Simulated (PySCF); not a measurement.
## Two-dimensional NMR puzzle

Compound of formula C8H12OSi. Correlations simulated from computed shifts and the bond graph:

HSQC (one-bond C–H):
```tsv
δH	δC
6.87	161.7
6.05	124.6
6.04	121.2
5.39	124.6
2.41	22.1
2.31	22.1
2.19	21.6
2.11	22.1
2.08	21.8
2.03	22.1
1.97	21.6
```

COSY cross peaks (H two or three bonds apart, from the bond graph; peaks can be absent where the dihedral angle is near 90°):
```tsv
δH	δH
6.87	6.04
6.05	5.39
5.25	2.08
2.41	2.31
2.41	2.11
2.41	2.08
2.41	2.03
2.31	2.19
2.31	2.11
2.31	2.03
2.31	1.97
2.19	2.08
2.19	2.03
2.19	1.97
2.11	2.08
2.11	2.03
2.08	1.97
2.03	1.97
```

HMBC (two and three bonds, from the bond graph):
```tsv
δH	δC
6.87	152.1, 121.2
6.05	152.1, 121.2
6.04	161.7, 152.1, 124.6
5.39	152.1, 121.2
5.25	161.7, 152.1, 124.6, 121.2, 22.1, 21.8, 21.6
2.41	22.1, 21.8, 21.6
2.31	22.1, 21.8, 21.6
2.19	22.1, 22.1, 21.8
2.11	22.1, 21.8, 21.6
2.08	152.1, 22.1, 22.1, 21.6
2.03	22.1, 21.8, 21.6
1.97	22.1, 22.1, 21.8
```

Carbons without hydrogens: δ 152.1.

No solvent, non-relativistic, one conformer. Structure optimised with GFN2-xTB; shielding tensors at PBE0/pcSseg-1 (GIAO); PySCF 2.14.0 with density-fitted response routines.

Shifts are taken against calculated references (same method and geometry level): $^{1}$H, $^{13}$C vs TMS.

Exchangeable hydrogens are left out of these lists.

Work out the connectivity.

Results:

`C1C([Si@H]2C(=C)C=CO2)CC1`.

Atom-mapped SMILES (the numbers label the heavy atoms): `[CH2:1]=[C:2]1[CH:3]=[CH:4][O:5][Si@H:6]1[CH:7]1[CH2:8][CH2:9][CH2:10]1`. Hydrogens are named by the atom that carries them. Ha(C1) is cis to C3; Ha(C8), Ha(C9), Ha(C10) are cis to Si6 on the ring; Hb(C1) is trans to C3; Hb(C8), Hb(C9), Hb(C10) are trans to Si6 on the ring.

δC 161.7 is C4, an alkene carbon bearing oxygen (δH 6.87). δC 152.1 is C2, a fully substituted alkene carbon. δC 124.6 is C1, a terminal =CH2 carbon (δH 6.05, 5.39). δC 121.2 is C3, a β carbon of an enol-ether or enamine type C=C (δH 6.04). δC 22.1 is C9, an sp3 CH2 in a ring (δH 2.03, 2.31). δC 22.1 is C8, an sp3 CH2 in a ring (δH 2.11, 2.41). δC 21.8 is C7, an sp3 CH bonded to Si (δH 2.08). δC 21.6 is C10, an sp3 CH2 in a ring (δH 1.97, 2.19). HMBC from δH 6.87 reaches the proton-free carbon C2. HMBC from δH 6.05 reaches the proton-free carbon C2. HMBC from δH 6.04 reaches the proton-free carbon C2. HMBC from δH 5.39 reaches the proton-free carbon C2. COSY links 6.87–6.04, 6.05–5.39, 5.25–2.08, 2.41–2.31, 2.41–2.11, 2.41–2.08.

This is the structure that produced the data.

Shifts are as computed. Against solution values, carbons near 30 ppm lie about +3 ppm off and those near 130 ppm about +5 ppm. Of 1211 compounds with measured shifts, 218 miss one by over three times the rms of a fit or turn the order of signals round; such compounds aren't used in these exercises.
